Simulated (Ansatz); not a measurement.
Ansatz (a first-principles code) input (CCSD(T)/6-31G*):

Ansatz 0.2 input:
```yaml
crystal:
  periodic: [false, false, false]
  atoms:
    - {symbol: N, position_ang: [-1.15644893, 0.10559007, 0.10949204]}
    - {symbol: C, position_ang: [0.14327585, 0.27480002, -0.02643780]}
    - {symbol: O, position_ang: [1.03921952, -0.59683604, -0.07594837]}
    - {symbol: H, position_ang: [-1.57929984, 1.03526068, 0.10968394]}
    - {symbol: H, position_ang: [0.50103112, 1.35149704, -0.10991451]}
basis:
  gaussian:
    orbitals: 6-31G*
total_charge: -1
magnetization: {spin_polarized: false}
correlation: {method: ccsd_t, electrons: outside_noble_gas}
```

End of the output:

```
reference -4579.94401650 eV, -168.3098382088 hartree; 9, 9 occupied and 37, 37 virtual orbitals, 472 factors
second order -12.85913999 eV of doubles, -0.00000000 eV of singles
coupled cluster: 0.08 GiB planned
cycle   1  -12.74304676 eV  change    1.2e-1 eV  update   1.0e-1
cycle   2  -13.10842617 eV  change   -3.7e-1 eV  update   3.2e-2
cycle   3  -13.21559041 eV  change   -1.1e-1 eV  update   1.8e-2
cycle   4  -13.21232681 eV  change    3.3e-3 eV  update   4.8e-3
cycle   5  -13.20780755 eV  change    4.5e-3 eV  update   2.1e-3
cycle   6  -13.20829461 eV  change   -4.9e-4 eV  update   6.1e-4
cycle   7  -13.20803439 eV  change    2.6e-4 eV  update   2.3e-4
cycle   8  -13.20789074 eV  change    1.4e-4 eV  update   8.0e-5
cycle   9  -13.20792781 eV  change   -3.7e-5 eV  update   4.0e-5
cycle  10  -13.20793463 eV  change   -6.8e-6 eV  update   1.2e-5
perturbative correction -0.43209267 eV, -0.0158791126 hartree
Total energy: -4593.58404379 eV, -168.8110999663 hartree
```

It need not be the lowest isomer of its formula. Whether it binds its extra electron was not tested at this geometry.
